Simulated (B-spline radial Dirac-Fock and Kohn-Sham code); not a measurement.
Auger parameter of rhodium: the K level and its strongest K-LL line

These are calculated numbers from a B-spline atomic structure program; the model is Dirac-Fock energy differences between relaxed states, corrected for Breit and QED terms. The modified Auger parameter α′ is the binding energy plus the kinetic energy of the Auger electron; it does not depend on the energy zero. For free ions it tends to fall with charge, since less charge screens the final holes.

| species | configuration | binding 1s (eV) | Auger line | kinetic (eV) | α′ (eV) |
| --- | --- | --- | --- | --- | --- |
| Rh | [Kr] 4d8 5s1 | 23228.0 | L2L3 J=2 | 16929.6 | 40157.6 |
| Rh | [Kr] 4d8 5p1 | 23229.8 | L2L3 J=2 | 16928.2 | 40158.0 |
| Rh⁺ | [Kr] 4d8 | 23236.6 | L2L3 J=2 | 16919.6 | 40156.2 |
| Rh⁺ | [Kr] 4d7 5p1 | 23243.2 | L2L3 J=2 | 16911.5 | 40154.6 |
| Rh⁺ | [Kr] 4d7 5s1 | 23241.7 | L2L3 J=2 | 16912.7 | 40154.4 |
| Rh⁺ (Watson 1.6 Å) | [Kr] 4d8 | 23227.9 | L2L3 J=2 | 16928.5 | 40156.4 |
| Rh⁺ (Watson 2.2 Å) | [Kr] 4d8 | 23230.0 | L2L3 J=2 | 16926.2 | 40156.2 |
| Rh²⁺ | [Kr] 4d7 | 23251.8 | L2L3 J=2 | 16901.5 | 40153.3 |
| Rh²⁺ (Watson 2 Å) | [Kr] 4d7 | 23237.4 | L2L3 J=2 | 16915.9 | 40153.3 |
| Rh²⁺ (Watson 2.2 Å) | [Kr] 4d7 | 23238.7 | L2L3 J=2 | 16914.6 | 40153.3 |
| Rh³⁺ | [Kr] 4d6 | 23268.9 | L2L3 J=2 | 16881.7 | 40150.6 |
| Rh⁴⁺ | [Kr] 4d5 | 23287.7 | L2L3 J=2 | 16860.3 | 40148.0 |
| Rh⁴⁺ (Watson 1.8 Å) | [Kr] 4d5 | 23255.7 | L2L3 J=2 | 16892.3 | 40148.0 |
| Rh⁵⁺ | [Kr] 4d4 | 23308.2 | L2L3 J=2 | 16837.3 | 40145.5 |
| Rh⁵⁺ (Watson 2.4 Å) | [Kr] 4d4 | 23278.2 | L2L3 J=2 | 16867.3 | 40145.5 |
| Rh⁶⁺ | [Kr] 4d3 | 23330.1 | L2L3 J=2 | 16812.9 | 40143.0 |
| Rh⁷⁺ | [Kr] 4d2 | 23353.5 | L2L3 J=2 | 16787.1 | 40140.6 |
| Rh⁷⁺ (Watson 2.2 Å) | [Kr] 4d2 | 23307.7 | L2L3 J=2 | 16832.9 | 40140.6 |
| Rh⁷⁺ (Watson 3 Å) | [Kr] 4d2 | 23319.9 | L2L3 J=2 | 16820.7 | 40140.6 |
